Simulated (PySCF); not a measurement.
# What a mistake does to a calculation on CGe2H7 cation

These are calculations, not measurements. They come from PySCF 2.14.0, an open-source quantum chemistry program, on an isolated molecule that a program drew, which may never have been made. The molecule is CGe2H7 cation (charge +1, singlet), drawn as the SMILES string `[GeH2+][CH2][GeH3]`.

Each row is a Hartree-Fock (HF) and frozen-core CCSD(T) single point in the cc-pVDZ basis, meant for a local HF minimum. Run 1 is clean. Each other run has one planted mistake out of seven kinds, and not every kind appears here: one electron removed, one electron added, multiplicity raised by two, geometry at a saddle point, minimal basis STO-3G, one bond length entered in bohr, all coordinates scaled. The reference is restricted for singlets and unrestricted otherwise, and also for a bond in bohr. Adding or removing an electron swaps singlet and doublet. Electrons count all cores. HOMO and LUMO are orbital energies over both spins, the gradient is its largest component, and the lowest frequency (negative if imaginary) is given only where the gradient is small. Bond lengths are over the 9 bonds as drawn. T1 is the CCSD diagnostic: over 0.02 (restricted) or 0.045 (unrestricted) a single reference is doubtful. Germanium has the cc-pVDZ-PP basis, with a core potential (ECP10MDF) in place of its 10 inner electrons, and its 3s, 3p and 3d shells are frozen in CCSD(T).

Geometry of the clean run:
```xyz
10
CGe2H7 cation, angstrom
Ge   -0.4512    0.6020   -2.3979
C    -0.1419    1.6104   -0.8441
Ge   -0.7829    3.5597   -0.9531
H     0.5482    0.5608   -3.5350
H    -1.7504   -0.1437   -2.6202
H     0.9301    1.6561   -0.6417
H    -0.6757    1.1640   -0.0027
H    -0.0301    4.2073   -2.1072
H    -2.2828    3.5165   -1.2104
H    -0.4166    4.1268    0.4039
```

| run | electrons | basis functions | <S^2> | HOMO (eV) | LUMO (eV) | gradient (hartree/bohr) | lowest frequency (cm^-1) | mean bond (Å) | longest bond (Å) | T1 | HF (hartree) | CCSD(T) (hartree) | mistake |
|---|---|---|---|---|---|---|---|---|---|---|---|---|---|
| 1 | 76 | 95 | 0.000 | -16.64 | -5.20 | 7.6e-06 | 79 | 1.5229 | 2.055 | 0.0131 | -628.41272 | -628.79887 | no fault |
| 2 | 76 | 95 | 2.022 | -12.19 | -8.17 | 7.3e-02 | - | 1.5229 | 2.055 | 0.0266 | -628.27616 | -628.64457 | multiplicity raised by two |
| 3 | 76 | 95 | 0.000 | -16.88 | -5.17 | 1.9e-02 | - | 1.4879 | 2.008 | 0.0126 | -628.40809 | -628.79125 | all coordinates scaled |
| 4 | 75 | 95 | 0.763 | -22.54 | -13.74 | 9.7e-02 | - | 1.5229 | 2.055 | 0.0218 | -627.85859 | -628.21037 | one electron removed |
| 5 | 76 | 95 | 0.888 | -15.67 | -5.47 | 1.0e-02 | - | 1.6726 | 2.862 | 0.0349 | -628.31077 | -628.68157 | ? |
| 6 | 77 | 95 | 0.766 | -6.70 | 2.10 | 3.9e-02 | - | 1.5229 | 2.055 | 0.0109 | -628.63117 | -629.03167 | ? |

**Which mistake was planted in run 5, and what did it cost?**

The mean bond changes by a factor of 1.098 and the longest by 1.393, so the molecule wasn't scaled as a whole. A length L in bohr read as angstrom grows by (1/0.5292 - 1) L = 0.890 L. The 9 bonds together grew by 9 x 0.1497 = 1.347 Å, which gives L = 1.514 Å. That is the length of one of the Ge-H bonds, 1.514 Å in the clean geometry. So the mistake is: one bond length entered in bohr. Subtracting run 1 and multiplying by 627.51 kcal/mol a hartree, the energy moved by 64.0 kcal/mol in HF and 73.6 kcal/mol in CCSD(T).

**Which mistake was planted in run 6, and what did it cost?**

It counts 77 electrons, one more than the clean run, at the same geometry and basis. So the mistake is: one electron added. Subtracting run 1 and multiplying by 627.51 kcal/mol a hartree, the energy moved by -137.1 kcal/mol in HF and -146.1 kcal/mol in CCSD(T).

